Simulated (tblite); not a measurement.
C20H14B2N2 (BN-doped PAH), SMILES B1C=c2cccc3ccc4c(c23)C(=CB2NC=CC3=C2C=4C=C3)N1 at step 0 of a GFN2-xTB optimisation (tblite, gas phase), coordinates in Å:

```
  1 B     1.5861    2.8650   -1.7325
  2 C     2.5310    2.5384   -0.5545
  3 C     2.7943    1.3083   -0.0325
  4 C     4.0157    1.2107    0.6532
  5 C     4.6046   -0.0261    0.9059
  6 C     3.9813   -1.1841    0.4698
  7 C     2.6976   -1.1327   -0.0798
  8 C     2.0947   -2.3311   -0.4317
  9 C     0.7484   -2.3779   -0.7367
 10 C    -0.0605   -1.2291   -0.6130
 11 C     0.5885    0.0554   -0.5137
 12 C     2.0110    0.1044   -0.2513
 13 C    -0.1681    1.3195   -0.8054
 14 C    -1.2247    1.7642   -0.1258
 15 B    -2.1150    0.8787    0.7728
 16 N    -3.3161    1.4503    1.5317
 17 C    -4.4614    0.6196    1.7974
 18 C    -4.5365   -0.6522    1.3426
 19 C    -3.4203   -1.2230    0.5632
 20 C    -2.3040   -0.5672    0.2878
 21 C    -1.4021   -1.4058   -0.4833
 22 C    -2.1658   -2.6677   -0.6354
 23 C    -3.3371   -2.5477   -0.0200
 24 N     0.2809    2.1221   -1.8896
 25 H     1.7562    3.8592   -2.3513
 26 H     3.1923    3.3629   -0.3188
 27 H     4.5901    2.0911    0.9248
 28 H     5.5775   -0.0757    1.3767
 29 H     4.4909   -2.1305    0.6197
 30 H     2.6447   -3.2661   -0.3918
 31 H     0.3309   -3.3561   -0.9127
 32 H    -1.6138    2.7579   -0.3282
 33 H    -3.3254    2.4571    1.7974
 34 H    -5.2895    1.0274    2.3608
 35 H    -5.4130   -1.2450    1.5448
 36 H    -1.8559   -3.5569   -1.1688
 37 H    -4.1028   -3.3195    0.0124
 38 H    -0.4030    2.5004   -2.5828
```

What are the forces on the atoms (eV/Å)?


```
  1 B    -2.58   -0.86    0.17
  2 C    -0.96    0.77   -1.39
  3 C    -0.26    0.10   -0.04
  4 C     1.47   -1.51    0.93
  5 C    -0.17    1.21   -0.16
  6 C    -0.16   -0.01    0.05
  7 C     1.22    0.38    0.56
  8 C    -2.07   -1.21   -0.65
  9 C     1.92   -0.55    0.34
 10 C     1.14    0.87   -0.23
 11 C     1.90    0.76   -0.20
 12 C    -2.12   -0.06   -0.45
 13 C     0.20    0.01   -0.51
 14 C    -0.61   -0.16    1.25
 15 B    -2.25    0.57    0.08
 16 N    -0.02   -1.62   -0.50
 17 C     2.14    1.47   -0.48
 18 C     1.65   -0.55   -0.95
 19 C    -4.16   -1.23    1.64
 20 C     2.83    2.62   -0.12
 21 C    -2.40   -1.04    0.74
 22 C     1.50    0.22   -0.64
 23 C    -1.42   -0.33    0.30
 24 N     2.84    1.57   -0.24
 25 H    -0.04   -0.44   -0.16
 26 H     0.19   -0.19    0.31
 27 H    -0.34   -0.01   -0.13
 28 H    -0.07    0.01    0.00
 29 H    -0.24    0.06   -0.15
 30 H     0.06    0.24   -0.04
 31 H    -0.27    0.15   -0.09
 32 H     0.20   -0.03   -0.31
 33 H    -0.29   -1.35   -0.18
 34 H     0.23    0.30   -0.01
 35 H     0.05   -0.05   -0.04
 36 H     0.12    0.29    0.03
 37 H     0.15    0.34    0.09
 38 H     0.64   -0.72    1.18
```
